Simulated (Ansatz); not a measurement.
Wavefunction ladder for C$_{2}$H$_{10}$AlNSi

Cartesian coordinates in Å:
```
C -1.7690 -1.2380 0.6515
N -0.8883 -0.1739 0.1952
C -0.2540 0.6766 1.2743
Al 1.1076 -0.2376 0.2088
Si 2.0021 0.9670 -1.7267
H -2.0914 -1.8437 -0.1971
H -2.6467 -0.8403 1.1724
H -1.2186 -1.8826 1.3381
H -1.3438 0.3990 -0.5022
H -0.5482 0.3126 2.2566
H -0.5197 1.7247 1.1601
H 1.5911 -1.6686 0.7071
H 2.3224 0.0975 -2.8980
H 3.2469 1.7330 -1.4208
H 1.0097 1.9744 -2.2192
```

The species carries charge 0 and has multiplicity 1. The bonds changed during the relaxation, so this is another structure than the one it started from. The structure was optimised at the PBE0-D4/def2-TZVP level. It is one conformer, not always the lowest. Frozen core, restricted reference, Ansatz 0.2.0. CBS rows extrapolate triple and quadruple zeta; past MP2 they add the triple-zeta difference.

| basis | HF (Eh) | MP2 corr. | CCSD corr. | (T) | CCSD(T) total |
| --- | --- | --- | --- | --- | --- |
| def2-TZVPP | -666.90692 | -0.77861 | -0.84505 | -0.03227 | -667.78424 |
| def2-QZVPP | -666.92936 | -0.83031 | – | – | – |
| CBS(def2) | -666.93245 | -0.86861 | -0.93505 | as TZ | -667.89977 |
